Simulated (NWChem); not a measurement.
CH6BeSi; SMILES [Be]([CH3])[SiH3]

```xyz
9

Be     0.0000     0.0000     0.7465
C      0.0000     0.0000     2.4258
H      0.4351    -0.9207     2.8408
H     -1.0149     0.0835     2.8408
H      0.5798     0.8372     2.8408
Si     0.0000     0.0000    -1.4438
H     -1.3284     0.3729    -2.0218
H      0.3413    -1.3369    -2.0218
H      0.9872     0.9640    -2.0218
```
Atoms are numbered in this order, from 1.

Geometry: optimised at B3LYP/6-31G* (spherical d).

Task: Give the principal values of the shielding tensors (ppm) of Be1, C2, Si6 from PBE/pcSseg-1, GIAO (NWChem), with their diamagnetic and paramagnetic parts as GIAO splits them.

Result: 
| atom | σ11 | σ22 | σ33 | isotropic | diamagnetic | paramagnetic |
|---|---|---|---|---|---|---|
| Be1 | 19.6 | 19.6 | 154.9 | 64.7 | 143.8 | -79.1 |
| C2 | 175.9 | 175.9 | 201.5 | 184.4 | 253.4 | -69.0 |
| Si6 | 477.9 | 492.9 | 492.9 | 487.9 | 882.1 | -394.2 |
